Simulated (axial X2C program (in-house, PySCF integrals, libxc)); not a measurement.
# Low determinants of Pr

Computed with an in-house all-electron X2C program for linear molecules (integrals from PySCF), basis dyall-v3z (cores contracted in-house), spin-free (one-electron X2C) and two-component (2c, atomic mean-field Coulomb and Gaunt terms). Energies in eV from the lowest row of each column (rows without correlated energies are left out; n/a marks j-coupled starts, which PBE0 does not hold); electrons by l are Mulliken totals of the Hartree–Fock solution, and PBE0 can relax to another configuration under the same block occupation. Coupled cluster uses truncated natural virtuals with an MP2 remainder. Frozen shells in the correlated columns: 4 s, 3 p, 2 d.

Spin-free determinants:

```
electrons by l  M_S, M_L    HF   MP2  PBE0
s12 p24 d20 f3    3/2, 5  0.00  0.00  0.04
s12 p24 d20 f3    3/2, 6  0.06  0.05  0.27
s12 p24 d20 f3    3/2, 3  0.39  0.29  0.00
s12 p24 d20 f3    3/2, 0  0.97  0.71  0.22
s12 p24 d20 f3    3/2, 1  1.09  0.80  0.30
s12 p24 d20 f3    3/2, 4  1.14  0.85  0.53
s12 p24 d20 f3    3/2, 4  1.36  1.01  0.59
s12 p24 d20 f3    3/2, 2  1.38  1.06  0.67
```

Two-component determinants:

```
    electrons by l  2M_J    HF   MP2  PBE0
    s12 p24 d20 f3     7  0.42  0.00  0.00
    s12 p24 d20 f3     9  0.45  0.02  0.18
s11.7 p24 d21.3 f2    11  0.00  0.28   n/a
    s12 p24 d20 f3     3  0.89  0.36  0.04
    s12 p24 d20 f3    13  0.83  0.40  0.43
    s12 p24 d20 f3    15  0.93  0.50  0.70
    s12 p24 d20 f3     9  1.14  0.60  0.30
s11.7 p24 d21.3 f2    17  0.59  0.89   n/a
```

Ground level as tabulated from the NIST Atomic Spectra Database (leading term): 2S+1 = 4, L = 6, J = 9/2.

Single determinants need not be terms or J levels, so several rows can belong to one term; PBE0 has no current term and treats spin collinearly, and Hartree–Fock breaks spherical symmetry, which spreads rows that should be degenerate. The search is wide but not exhaustive and can miss a configuration; gaps between s and d configurations can be off by some tenths of an eV with this basis and core.

The run took 6 min on 1 thread of Arm Neoverse N1 (shared host).
